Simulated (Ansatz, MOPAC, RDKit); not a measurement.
System: 2,2,2-trifluoroacetaldehyde, C2HF3O (charge 0, singlet). SMILES: O=CC(F)(F)F

Atoms: O1, C2, C3, F4, F5, F6, H7. Bonds: O1-C2, C2-C3, C2-H7, C3-F4, C3-F5, C3-F6.

Bond lengths (Å) and angles (degrees) optimised at UFF with RDKit; PM3 with MOPAC; PM6 with MOPAC; HF/3-21G with Ansatz (an electronic-structure program); HF/6-31G* with Ansatz; B3LYP/LANL2DZ with Ansatz, each started from the B3LYP-D3(BJ)/def2-TZVP structure (Ansatz) of the last column. A row stands for all coordinates that are equal there; 8 of 12 kinds are shown. 6-31G* holds six Cartesian d functions. No wavenumbers were computed at UFF, B3LYP/LANL2DZ, so these may be saddle points.

```json
[
 {"coordinate": "O1-C2", "UFF": "1.221", "PM3": "1.196", "PM6": "1.195", "HF/3-21G": "1.199", "HF/6-31G*": "1.178", "B3LYP/LANL2DZ": "1.229", "B3LYP-D3(BJ)/def2-TZVP": "1.192"},
 {"coordinate": "C2-C3", "UFF": "1.497", "PM3": "1.581", "PM6": "1.565", "HF/3-21G": "1.507", "HF/6-31G*": "1.524", "B3LYP/LANL2DZ": "1.546", "B3LYP-D3(BJ)/def2-TZVP": "1.544"},
 {"coordinate": "C2-H7", "UFF": "1.085", "PM3": "1.099", "PM6": "1.100", "HF/3-21G": "1.077", "HF/6-31G*": "1.089", "B3LYP/LANL2DZ": "1.102", "B3LYP-D3(BJ)/def2-TZVP": "1.105"},
 {"coordinate": "C3-F4", "UFF": "1.382", "PM3": "1.350", "PM6": "1.340", "HF/3-21G": "1.349", "HF/6-31G*": "1.321", "B3LYP/LANL2DZ": "1.402", "B3LYP-D3(BJ)/def2-TZVP": "1.346"},
 {"coordinate": "C3-F5", "UFF": "1.384", "PM3": "1.347", "PM6": "1.334", "HF/3-21G": "1.336", "HF/6-31G*": "1.306", "B3LYP/LANL2DZ": "1.381", "B3LYP-D3(BJ)/def2-TZVP": "1.326"},
 {"coordinate": "O1-C2-C3", "UFF": "120.9", "PM3": "121.0", "PM6": "120.0", "HF/3-21G": "122.8", "HF/6-31G*": "122.2", "B3LYP/LANL2DZ": "122.8", "B3LYP-D3(BJ)/def2-TZVP": "122.8"},
 {"coordinate": "C2-C3-F4", "UFF": "109.3", "PM3": "112.5", "PM6": "113.1", "HF/3-21G": "109.5", "HF/6-31G*": "109.3", "B3LYP/LANL2DZ": "109.5", "B3LYP-D3(BJ)/def2-TZVP": "109.1"},
 {"coordinate": "C2-C3-F5", "UFF": "110.7", "PM3": "115.3", "PM6": "114.8", "HF/3-21G": "112.3", "HF/6-31G*": "112.4", "B3LYP/LANL2DZ": "114.0", "B3LYP-D3(BJ)/def2-TZVP": "112.8"}
]
```

Mean signed difference of all 6 bond lengths from B3LYP-D3(BJ)/def2-TZVP: UFF 0.015 Å, PM3 0.010 Å, PM6 0.003 Å, HF/3-21G -0.007 Å, HF/6-31G* -0.020 Å, B3LYP/LANL2DZ 0.034 Å.
